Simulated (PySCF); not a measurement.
C4H8BN. Atoms are numbered in the order given.

```xyz
14

C     -1.4122     1.6192     0.0000
C     -0.3735     0.7825     0.0000
C      1.1390     1.0511     0.0000
N      1.3679    -0.4040     0.0000
B      0.0014    -0.7623     0.0000
C     -0.7387    -2.1418     0.0000
H     -2.4408     1.2435     0.0000
H     -1.2898     2.7093     0.0000
H      1.5213     1.5708    -0.8985
H      1.5213     1.5708     0.8985
H      2.2696    -0.8654     0.0000
H     -1.3975    -2.2245    -0.8822
H     -0.0561    -3.0066     0.0000
H     -1.3975    -2.2245     0.8822
```

Coordinates come from a B3LYP-D3(BJ)/def2-SVP optimisation. This is a generated structure with no PubChem entry under its InChIKey; it may be hypothetical.

The numbers are results of PBE/def2-TZVP (PySCF), not measurements.

Gas-phase values at a fixed geometry.

Computed frontier levels, gap, dipole moment and polarisability:
```json
{
 "highest_occupied_level": "-6.11 eV",
 "lowest_empty_level": "-1.46 eV",
 "orbital_gap": "4.65 eV",
 "dipole_moment": "1.27 D",
 "quadrupole, principal values (traceless, Buckingham form, about the centre of nuclear charge)": "-4.27, -0.53, 4.80 D·Å",
 "mean_static_polarisability": "71.6 bohr³ (10.61 Å³)",
 "polarisability_principal_values": "49.9, 77.5, 87.4 bohr³"
}
```
